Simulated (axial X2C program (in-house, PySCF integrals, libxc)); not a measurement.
Results of a calculation; reference values are marked as such.
SnTe⁺: input and output

Program: an in-house relativistic program for diatomic molecules.

Input:
```json
{
 "zs": [
  52,
  50
 ],
 "q": 1,
 "bas": [
  "dyall-cv3z",
  "dyall-cv3z"
 ],
 "levels": [
  "PBE0",
  "HF",
  "TPSS"
 ],
 "cc": true,
 "r0": 2.58,
 "thr": -1.0,
 "nmax": 90,
 "npts": 10,
 "nst": 2,
 "ntry": 6
}
```
```bash
python so2c.py task.json out
```

Keys: zs atomic numbers; q charge; bas basis sets; levels methods; cc coupled cluster on or off; r0 starting distance in Å; thr threshold in hartree for freezing inner shells (an s shell follows its p shell); nmax most natural virtual spinors; npts points on the curve; nst determinants followed; ntry starts of the search. HF also brings MP2.

Output of the HF step, with spin–orbit coupling, at R = 2.690 Å for the state Ω = 3/2. It starts from PBE0 orbitals of this distance.

```
two-component X2C + atomic mean field  HF
basis functions 253  fitting functions 1280  grid points 5803
iter        total energy     max residual
   1     -12959.092874308     3.98e-01
   2     -12959.130329839     7.49e-03
   3     -12959.131782655     1.22e-02
   4     -12959.132058578     3.12e-03
   5     -12959.132148807     1.38e-03
   6     -12959.132204068     2.11e-03
   7     -12959.132235765     1.01e-03
   8     -12959.132279793     7.29e-04
   9     -12959.132315972     1.45e-03
  10     -12959.132339462     9.80e-04
  11     -12959.132348919     4.10e-04
  12     -12959.132355134     3.63e-04
  13     -12959.132360684     5.85e-04
  14     -12959.132364175     3.74e-04
  15     -12959.132365326     7.54e-05
  16     -12959.132365537     4.08e-05
  17     -12959.132365584     3.79e-05
  18     -12959.132365603     1.22e-05
  19     -12959.132365610     5.80e-06
  20     -12959.132365612     5.84e-06
  21     -12959.132365612     1.79e-06
converged
one-electron -18795.07840679  Coulomb 5670.49776005  exact exchange -338.46032627  xc functional 0.00000000  nuclear repulsion 511.47239717  atomic mean-field constant -7.56378978
correlated 9  virtual 313  natural virtual 90  E(MP2) -0.162533981  MP2 remainder -0.005131308
iter   CCSD correlation   residual
   1     -0.174789889   1.28e-01
   2     -0.181732955   5.59e-02
   3     -0.183314280   2.63e-02
   4     -0.183674611   1.47e-02
   5     -0.183913282   7.39e-03
   6     -0.183955742   3.11e-03
   7     -0.183989513   1.37e-03
   8     -0.183995376   5.94e-04
   9     -0.183995065   2.33e-04
  10     -0.183996347   8.30e-05
  11     -0.183996578   3.61e-05
  12     -0.183996957   1.69e-05
  13     -0.183996969   9.27e-06
(T) -0.009453316  T1 0.0463  D1 0.0824  max T2 0.074
```
Energies are in hartree; totals compare only within one Hamiltonian and basis. T1 is large, a sign of multireference character or of a spin-contaminated reference. T1 in the output is the amplitude norm over the root of the electron number; divide by √2 for the Lee–Taylor value. The determinant is spin-polarised beyond a pure state at some levels (its spin-free form has ⟨S²⟩ too high), which makes Re and μ there less reliable.
